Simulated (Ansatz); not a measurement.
Geometry optimisation, RKS PBE-D4/def2-SVP (Ansatz).

Input:

```yaml
crystal:
  periodic: [false, false, false]
  atoms:
    - { symbol: B, position_ang: [0.052603, 0.501819, -0.397815] }
    - { symbol: O, position_ang: [-0.010971, -0.16237, 2.113851] }
    - { symbol: H, position_ang: [-0.958329, -0.370982, 2.229858] }
    - { symbol: F, position_ang: [1.169424, -0.116362, -0.724365] }
    - { symbol: F, position_ang: [-1.127835, -0.05732, -0.613796] }
    - { symbol: Cl, position_ang: [0.113144, 2.265901, 0.08074] }
    - { symbol: H, position_ang: [0.002164, 0.824014, 2.206028] }
basis:
  gaussian: { orbitals: def2-SVP }
hamiltonian:
  xc: pbe
  dispersion: d4
relax:
  f_tol: 0.03
  max_steps: 50
```

Run as:

```bash
$ ansatz run input.yaml --threads 2 --pin off --max-ram 3072MiB --backend cpu --events-out ev --progress --plain --runs-dir out
```

**Question.** Where does it end, and by what steps?

**Answer.** It converged. After 8 steps the energy has fallen by 0.332 eV; O2 moved furthest, 0.46 Å. Joined: B1–O2 (2.60 → 1.74 Å).

| step | energy less start (eV) | largest force component (eV/Å) | accepted |
| --- | --- | --- | --- |
| 0 | 0.0000 | 0.867 | yes |
| 1 | -0.0852 | 1.429 | yes |
| 2 | -0.2010 | 1.354 | yes |
| 3 | -0.2895 | 0.426 | yes |
| 4 | -0.3238 | 0.232 | yes |
| 5 | -0.3295 | 0.082 | yes |
| 6 | -0.3309 | 0.133 | yes |
| 7 | -0.3316 | 0.057 | yes |
| 8 | -0.3323 | 0.022 | yes |

```xyz
7
Properties=species:S:1:pos:R:3
B 0.020 0.420 0.001
O 0.023 -0.012 1.685
H -0.859 -0.407 1.853
F 1.115 -0.182 -0.499
F -1.188 -0.067 -0.399
Cl 0.115 2.260 0.138
H 0.013 0.873 2.116
```

Whether the end is a true minimum wasn't checked by a vibrational analysis.

Run time: 12 s on 2 threads of Arm Neoverse V2 (shared host), peak memory 0.14 GiB.
